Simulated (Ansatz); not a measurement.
One change: `O[SiH2][CH2][GeH3]` becomes `C[SiH2]C[SiH2]O`.

Ansatz, PBE0-D4/def2-TZVP geometries, multiplicity 1. Each molecule was computed in one conformer, which needn't be the lowest.

Scalar relativity is left out up to krypton.

```json
{"property": "size of the dipole moment (ωB97M-V/def2-TZVPP) / D", "`O[SiH2][CH2][GeH3]`": "1.78"}
{"property": "HOMO energy (ωB97M-V/def2-TZVPP) / eV", "`O[SiH2][CH2][GeH3]`": "-10.49"}
{"property": "size of the dipole moment (PBE/def2-TZVPP) / D", "`O[SiH2][CH2][GeH3]`": "1.73"}
{"property": "HOMO–LUMO gap (ωB97M-V/def2-TZVPP) / eV", "`O[SiH2][CH2][GeH3]`": "12.27"}
{"property": "HOMO–LUMO gap (PBE0/def2-TZVPP) / eV", "`O[SiH2][CH2][GeH3]`": "8.51"}
{"property": "LUMO energy (PBE0/def2-TZVPP) / eV", "`O[SiH2][CH2][GeH3]`": "0.23"}
```

Problem. Give the same properties after the change, and the shifts. (Estimate.)

Solution. Ansatz gave: 
```
                                          property  `C[SiH2]C[SiH2]O`  shift
size of the dipole moment (ωB97M-V/def2-TZVPP) / D               1.97   0.19
             HOMO energy (ωB97M-V/def2-TZVPP) / eV             -10.46   0.03
    size of the dipole moment (PBE/def2-TZVPP) / D               1.93   0.20
           HOMO–LUMO gap (ωB97M-V/def2-TZVPP) / eV              12.26  -0.01
              HOMO–LUMO gap (PBE0/def2-TZVPP) / eV               8.44  -0.07
                LUMO energy (PBE0/def2-TZVPP) / eV               0.22  -0.01
```

Dipoles are sizes alone; their direction can turn.
